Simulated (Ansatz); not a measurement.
Name a neutral molecule of Cl, S, Si and H with HOMO energy (PBE/def2-TZVPP) between -7.05 and -6.75 eV and size of the dipole moment (PBE/def2-TZVPP) between 0.35 and 0.65 D (Ansatz, PBE0-D4/def2-TZVP geometry).

`Cl[SiH2]S[SiH2]Cl` (-6.87 eV, 0.54 D). Other molecules can fit too; these were computed, each in one conformer that needn't be the lowest.
